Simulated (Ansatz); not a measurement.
Cartesian coordinates (Å):
```xyz
10

Zn     0.5997     0.1228     0.2870
C      1.2895    -0.5594    -1.3771
H      0.8034    -1.5197    -1.6429
H      2.3819    -0.7361    -1.3048
H      1.1092     0.1578    -2.2033
O      0.0966     0.8791     1.8303
C     -0.9975     0.4989     2.6136
H     -0.9388    -0.5513     3.0012
H     -1.9861     0.5897     2.0930
H     -1.0613     1.1565     3.5132
```
Charge 0, spin multiplicity 1.

Method: frozen-core CCSD(T)/def2-TZVPP // PBE-D3(BJ)/def2-SVP in Ansatz (a first-principles code).

```json
{
 "HF energy": "-1931.94621 Ha",
 "MP2 correlation energy": "-1.44278 Ha"
}
```

Question: Estimate the CCSD correlation energy, the (T) correction, the total energy and the T1 diagnostic.

Answer: 
```
Item                              Value
-----------------------  --------------
CCSD correlation energy     -1.38538 Ha
(T) correction              -0.04178 Ha
CCSD(T) total energy     -1933.37337 Ha
T1 diagnostic                     0.015
```
